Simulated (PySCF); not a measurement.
C₄H₁₂FNSi₂.
Atom-mapped SMILES: `[NH2:1][SiH2:2][C@@H:3]1[SiH2:4][CH2:5][CH2:6][C@H:7]1[F:8]`

Structure used (GFN2-xTB), in Å, numbered top down from 1:
```xyz
20
C4H12FNSi2 angstrom
N      2.817   -0.897   -0.007
Si     1.658   -0.042    0.941
C      0.431    0.728   -0.288
Si    -1.145    1.454    0.503
C     -2.274    0.060   -0.135
C     -1.315   -1.001   -0.680
C     -0.105   -0.298   -1.278
F     -0.508    0.358   -2.441
H      3.202   -0.450   -0.824
H      3.538   -1.417    0.465
H      1.057   -1.069    1.795
H      2.186    1.049    1.776
H      0.968    1.491   -0.856
H     -1.069    1.500    1.967
H     -1.509    2.771   -0.025
H     -2.935   -0.365    0.617
H     -2.906    0.424   -0.945
H     -1.796   -1.629   -1.433
H     -0.958   -1.643    0.127
H      0.658   -1.013   -1.609
```

NICS = −σ at a ghost point: NICS(0) at the centroid of the ring atoms, NICS(1) 1 Å to either side along the normal of their mean plane, zz for the tensor component along that normal. Level: GIAO PBE0/pcSseg-1 (PySCF, non-relativistic, gas phase) on the GFN2-xTB geometry, one conformer.

Ring bond lengths (Å), with Mayer bond orders in brackets: C3–Si4 1.907 (0.87), Si4–C5 1.904 (0.92), C5–C6 1.531 (1.01), C6–C7 1.523 (1.02), C7–C3 1.523 (0.98).

Question: What do the NICS probes read (ppm)?

Answer: 
```csv
ring,type,NICS(0),"NICS(1), two faces","NICS(1)zz, two faces",rms pucker (Å),"centre to ring atoms, mean (Å)"
C3–Si4–C5–C6–C7,5-membered ring with Si; formal bonds all single,-4.3,-3.4 / -4.1,-3.3 / -3.5,0.18,1.40
```

Question: What do they say, and how far can they be read as aromaticity?

Answer: 
- C3–Si4–C5–C6–C7: mean NICS(1)zz -3.4 ppm, shielded. C3, Si4, C5, C6, C7 have four or more neighbours; no verdict on aromaticity is drawn.

Question: What is the mean of the two in-plane components of NICS at the first NICS(1) probe listed for ring C3–Si4–C5–C6–C7, 1 Å off the ring?

Answer: The isotropic value is a third of the trace: (3 × -3.4 − (-3.3))/2 = -3.4 ppm.

Question: Give the inner angles of the rings and the Hirshfeld charges of the ring atoms.

Answer: 
- C3–Si4–C5–C6–C7: C3 103.6° (-0.212 e), Si4 94.1° (+0.335 e), C5 104.8° (-0.163 e), C6 108.5° (-0.079 e), C7 109.6° (+0.058 e); sum 520.7° against 540° for a flat convex ring.

Hardware: an Intel Xeon at 2.50 GHz with one thread, on a shared host. Cost: 2.1 min of wall time (grids of density and orbitals included), 1.0 GiB resident at most. This is the whole shielding run at PBE0/pcSseg-1, SCF included.
